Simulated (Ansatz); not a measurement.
Job for Ansatz (a quantum-chemistry and plane-wave program): R-PBE0/def2-TZVPP on BH3O2Se (SMILES OB(O)[SeH]), a point of a torsion scan.

Ansatz 0.2 input:
```yaml
crystal:
  periodic: [false, false, false]
  atoms:
    - {symbol: O, position_ang: [-0.95476119, -1.18912939, -0.21780103]}
    - {symbol: B, position_ang: [-0.24381986, -0.11220461, 0.08996906]}
    - {symbol: O, position_ang: [-0.73032897, 1.12677266, -0.00698486]}
    - {symbol: Se, position_ang: [1.63267846, -0.49201193, 0.74282704]}
    - {symbol: H, position_ang: [-1.85607432, -1.06761832, -0.51952457]}
    - {symbol: H, position_ang: [-0.18460890, 1.86944332, 0.24983059]}
    - {symbol: H, position_ang: [2.24760881, -0.45426663, -0.55071047]}
basis:
  gaussian:
    orbitals: def2-TZVPP
hamiltonian:
  xc: {name: PBE0}
scf: {lower_state_search: off}
```

Program output:

```
WARN ansatz: RAYON_NUM_THREADS=1 ignored (pool sized by the plan → 1); use --threads N
Functional definition: PBE0
these checks for a lower state are left out or cut short: stability, starts, cluster_reference, orbital_swaps, neighbouring_geometries, increment
integrals: 0.09 GiB planned
1060 factors; their error is unknown
mean field: 0.85 GiB planned
mean field evaluation 1: about -70153.9916 eV, gradient 6.6e1 eV
mean field evaluation 2: about -70145.8893 eV, gradient 9.5e1 eV
mean field evaluation 4: about -70160.8120 eV, gradient 2.3e0 eV
mean field evaluation 8: about -70160.8183 eV, gradient 6.5e-2 eV
mean field evaluation 16: about -70161.2458 eV, gradient 4.9e-5 eV
mean field -70161.24578033 eV, -2578.3782254268 hartree, gradient 2.5e-6 eV, S^2 0.000000; 0 other end points of the search recorded, 0 dependent functions left out
reference -70161.24580749 eV, -2578.3782264247 hartree; 29, 29 occupied and 154, 154 virtual orbitals, 1060 factors
Total energy: -70161.24580749 eV, -2578.3782264247 hartree
Checks for a lower state left out: stability, starts, cluster_reference, orbital_swaps, neighbouring_geometries, increment
```

The run converged.

Cost: very roughly 2.6 core-seconds.
